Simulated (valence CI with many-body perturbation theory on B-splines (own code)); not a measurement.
Forbidden lines of Rh XXV

Method: valence CI with perturbative core correlation (CI+MBPT): three valence electrons over a frozen Dirac-Fock core [Ar], radial functions for each j: 9 s, 9 p, 10 d, 8 f, 5 g, 3 h, 1 i, with the one-electron correlation potential Σ1, the two-electron term Σ2, the three-electron term Σ3, Breit, model QED; selected CI, second order for the rest (own B-spline code, finite nucleus).

No measured levels were compared; by estimate terms of the open shell hold to 2 to 4 % of their energy, and close levels can change places. Only levels of the ground parity were solved; by the run's estimate the other parity begins above the list, which can be wrong where configurations are misplaced.

Lines 51 to 68 of 68 in falling wavelength, among levels below 298170 cm⁻¹, chosen from the decays that carry over 1 % of a level's rate. Wavelengths and rates use the calculated energies, so an error of 3000 cm⁻¹ moves a line at 729.3 Å by 2.2 % and its rate by three times that or more. S is in atomic units (e²a₀⁴ for E2 and M2, e²a₀⁶ for E3), for M1 in squared Bohr magnetons. Weak lines are less certain than strong ones. Lines between different terms over intervals too small for the method are left out, as are lines whose strength nearly cancels. The highest levels of a list are the least certain.

Names give the largest LS component (configuration and term), which can be under half, so a name can repeat, a term be missing and a line seem to break the LS rules; names also repeat where a configuration has a term twice. Letters in brackets count levels of one name in rising energy.

```tsv
λ vac (Å)	Upper	Lower	Type	A (s⁻¹)	S (a.u.)
729.3	3d3 2P_1/2	3d3 4F_3/2	M1	1.06e+02	3.04e-03
698.0	3d3 2F_7/2	3d3 4F_7/2	M1	1.40e+02	1.41e-02
677.8	3d3 2D_3/2 [b]	3d3 2P_1/2	M1	3.22e+02	1.49e-02
640.8	3d3 2D_3/2 [b]	3d3 2D_3/2 [a]	M1	8.23e+02	3.21e-02
632.7	3d3 2D_5/2 [a]	3d3 4F_3/2	M1	4.93e+01	2.78e-03
632.4	3d3 2D_5/2 [b]	3d3 2D_3/2 [a]	M1	3.59e+03	2.02e-01
627.8	3d3 2P_3/2	3d3 4F_5/2	M1	1.25e+03	4.59e-02
605.4	3d3 2F_7/2	3d3 4F_5/2	M1	3.41e+02	2.24e-02
587.3	3d3 2D_3/2 [b]	3d3 4P_5/2	M1	1.67e+02	5.03e-03
580.3	3d3 2D_5/2 [b]	3d3 4P_5/2	M1	3.37e+03	1.47e-01
548.9	3d3 2D_5/2 [b]	3d3 2G_7/2	M1	8.34e+02	3.07e-02
536.3	3d3 2P_3/2	3d3 4F_3/2	M1	2.61e+02	5.97e-03
523.2	3d3 2F_5/2	3d3 4F_3/2	M1	6.78e+02	2.16e-02
489.7	3d3 2D_3/2 [b]	3d3 4P_1/2	M1	3.18e+02	5.54e-03
466.0	3d3 2D_3/2 [b]	3d3 4P_3/2	M1	9.14e+02	1.37e-02
420.8	3d3 2D_5/2 [b]	3d3 4F_7/2	M1	7.91e+02	1.31e-02
388.4	3d3 2D_3/2 [b]	3d3 4F_5/2	M1	8.99e+02	7.81e-03
351.3	3d3 2D_3/2 [b]	3d3 4F_3/2	M1	1.07e+02	6.85e-04
```
